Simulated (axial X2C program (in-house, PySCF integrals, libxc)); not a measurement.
# Levels of ScN⁻ by electron attachment to ScN (EOM-EA-CCSD)

Computed with an in-house all-electron X2C program for linear molecules (integrals from PySCF): two-component X2C with atomic mean-field Coulomb and Gaunt terms, Gaussian nuclei, basis Sc dyall-acv3z, N dyall-av3z with contracted cores.

R = 1.638 Å (near the PBE0 minimum at charge 0 of the determinant lowest at the starting distance; the state shown can have its own minimum elsewhere).

Hartree–Fock spinors of ScN (one of each Kramers pair; a window near the gap, which can cut inner shells):

```
  ω  occupied  ε (eV)                     character
1/2       yes  -21.51   60% N s, 16% Sc d, 11% Sc p
1/2       yes   -7.62    62% N p, 28% Sc d, 5% Sc p
3/2       yes   -7.61    62% N p, 28% Sc d, 5% Sc p
1/2       yes   -6.98   52% N p, 31% Sc d, 10% Sc p
1/2        no   -0.68    65% Sc s, 23% Sc p, 6% N p
1/2        no    0.16            88% Sc p, 10% Sc d
3/2        no    0.16            88% Sc p, 10% Sc d
1/2        no    0.21   69% Sc p, 25% Sc s, 4% Sc d
1/2        no    0.60  66% Sc s, 21% Sc p, 11% Sc d
1/2        no    0.72    75% Sc p, 20% Sc d, 4% N p
```

Levels of ScN⁻ obtained by attaching an electron to ScN:

```json
{"Ω": "1/2", "binding energy (eV)": "0.926", "above lowest (cm⁻¹)": "0", "attached spinor": "67% Sc sσ, 18% Sc pσ, 7% N pσ", "one-particle weight": "0.97"}
{"Ω": "1/2", "binding energy (eV)": "-0.128", "above lowest (cm⁻¹)": "8497", "attached spinor": "86% Sc pπ, 11% Sc dπ", "one-particle weight": "0.99"}
{"Ω": "3/2", "binding energy (eV)": "-0.128", "above lowest (cm⁻¹)": "8504", "attached spinor": "86% Sc pπ, 11% Sc dπ", "one-particle weight": "0.99"}
{"Ω": "1/2", "binding energy (eV)": "-0.174", "above lowest (cm⁻¹)": "8871", "attached spinor": "66% Sc pσ, 29% Sc sσ", "one-particle weight": "1.00"}
{"Ω": "1/2", "binding energy (eV)": "-0.557", "above lowest (cm⁻¹)": "11960", "attached spinor": "66% Sc sσ, 24% Sc pσ, 8% Sc dσ", "one-particle weight": "1.00"}
{"Ω": "1/2", "binding energy (eV)": "-0.633", "above lowest (cm⁻¹)": "12574", "attached spinor": "81% Sc pπ, 15% Sc dπ", "one-particle weight": "0.99"}
{"Ω": "3/2", "binding energy (eV)": "-0.635", "above lowest (cm⁻¹)": "12591", "attached spinor": "81% Sc pπ, 15% Sc dπ", "one-particle weight": "0.99"}
```

Negative binding energies belong to unbound states, resonances or levels that the basis set holds; within some tenths of an eV of zero the sign is not settled.

This point took 17 s on 1 thread of Arm Neoverse V2, on a shared host.

Reference electrons by ω block (each with its −ω partner): 1/2: 11, 3/2: 3. 16 electrons of ScN correlated (inner shells frozen), 88 natural virtual spinors (a truncated set); levels can be off by some tenths of an eV. Roots sought by Ω: (1/2: 5, 3/2: 4, 5/2: 2, 7/2: 1); rows need 60 % one-particle weight and stop where some Ω has no more roots. Missing are any skipped roots, higher Ω and states of a further excitation; these come out far too high here and may in truth be low or lowest. T1 of the reference 0.038 (Lee–Taylor). Number of frozen shells: Sc 2 s, 1 p; N 1 s. Large amplitudes in the reference (orbital relaxation or multireference character) lower the reliability.
